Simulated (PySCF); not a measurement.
**Removing an electron from `C[B@H-]1[PH2+][B@H-](C)[PH2+]1`**

Compound: C2H12B2P2.
Z-matrix (Å and degrees, PBE0-D3(BJ)/def2-SVP geometry), rows numbered from 1:
```
C 
B   1  1.5939
P   2  1.9842  1  123.24
B   3  2.0011  2   91.89  1   145.39
C   4  1.6068  3  113.19  2    95.24
P   2  1.9837  1  123.19  3   108.81
H   1  1.1026  2  111.09  3    66.31
H   1  1.1024  2  113.22  3   -54.40
H   1  1.1026  2  111.05  3  -175.05
H   2  1.2281  1  117.59  3  -125.64
H   3  1.4185  2  117.20  1   -90.34
H   3  1.4180  2  115.73  1    28.21
H   4  1.2170  3  112.19  2  -129.70
H   5  1.1026  4  110.36  3    73.53
H   5  1.1024  4  114.40  3   -47.55
H   5  1.1026  4  110.35  3  -168.63
H   6  1.4180  2  115.79  1   -28.29
H   6  1.4185  2  117.24  1    90.29
```

Level: CAM-B3LYP/def2-SVPD (PySCF). Frontier orbitals with their largest atomic shares (Löwdin; up to four atoms above 4 %):

```csv
orbital,ε (eV),main atoms
HOMO−3,-10.04,"B2 24 %, C1 18 %, H10 16 %, C5 7 %"
HOMO−2,-9.76,"P6 24 %, P3 24 %, B2 12 %, H18 7 %"
HOMO−1,-9.26,"P3 23 %, P6 23 %, B4 15 %, B2 10 %"
HOMO,-8.69,?
LUMO,0.60,"B2 24 %, P3 14 %, P6 14 %, H11 10 %"
LUMO+1,0.89,"B4 29 %, P6 11 %, P3 11 %, H17 6 %"
LUMO+2,1.28,"P3 18 %, P6 17 %, B2 12 %, B4 10 %"
```

Question: What vertical ionisation energy does ΔSCF give, and how far is −ε(HOMO) from it?

Answer: ΔSCF: 9.30 eV (897 kJ/mol; threshold wavelength 133 nm); ⟨S²⟩ of the doublet left behind is 0.756, against 0.75 for a pure doublet. −ε(HOMO) is 8.69 eV, 0.61 eV below it. For the exact functional −ε(HOMO) would equal the first vertical ionisation energy; CAM-B3LYP (range-separated hybrid) falls short of its own ΔSCF value by 7 %. Holes in the HOMO−1 and HOMO−2 were tried too where these lie within 1.2 eV of the HOMO; the lowest converged state counts.

Question: On which atoms does the HOMO lie?

Answer: B4 (four-coordinate boron) 17 %, B2 (four-coordinate boron) 16 %, P6 (phosphorus bonded to 2 B and 2 H) 14 %, P3 (phosphorus bonded to 2 B and 2 H) 14 %, so no atom holds as much as 40 %. The HOMO−1 lies 0.57 eV lower.

Question: What kinetic energy would electrons from this vertical process carry with He II light (40.814 eV)?

Answer: 40.81 − 9.30 = 31.51 eV.

Question: With α = 107.7 au, estimate the like-pair dispersion coefficient by London's formula C6 = (3/4)α²I.

Answer: I = 0.3418 Eh, so C6 ≈ 2980 au, a rough estimate.

Question: How many of the 10 lowest singlet excitations (vertical TDDFT, same level) lie below the ionisation energy?

Answer: All 10; they run from 6.14 to 7.65 eV.

Isolated species at its PBE0-D3(BJ)/def2-SVP geometry (one conformer only).
